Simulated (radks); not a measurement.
Task: The table gives one normalised radial function P(r) = r R(r) of Be3+ in 1s1 (r in bohr). All-electron calculation, scalar-relativistic Kohn-Sham, PBE, spin-unpolarised, spherical densities, finite nucleus; Fermi nuclear charge, rms radius 2.519 fm; without spin polarisation the odd electron is poorly described. Program: a radial shooting solver on a logarithmic mesh with Libxc functionals.

| r | P |
|---|---|
| 0.01259 | 0.1899 |
| 0.01575 | 0.2346 |
| 0.01986 | 0.2909 |
| 0.02484 | 0.3567 |
| 0.03133 | 0.4382 |
| 0.0392 | 0.5310 |
| 0.04943 | 0.6426 |
| 0.06185 | 0.7646 |
| 0.07799 | 0.9034 |
| 0.09758 | 1.0445 |
| 0.1231 | 1.1889 |
| 0.154 | 1.3139 |
| 0.1942 | 1.4108 |
| 0.2429 | 1.4533 |
| 0.3063 | 1.4249 |
| 0.3832 | 1.3159 |
| 0.4833 | 1.1207 |
| 0.6046 | 0.8742 |
| 0.7625 | 0.5991 |
| 0.954 | 0.3594 |
| 1.203 | 0.1748 |
| 1.505 | 0.0691 |

Which n and l does it have? It may be an empty orbital.

Result: n = 1, l = 0: the number of nodes gives n - l - 1 = 0, the rise at small r (about r^(l+1)) gives l, and the extent must fit the shell. The curve is that of 1s. 1s: eigenvalue -185.92 eV, 0 radial nodes, <r> = 0.383 bohr, 90 % of the charge inside 0.684 bohr.
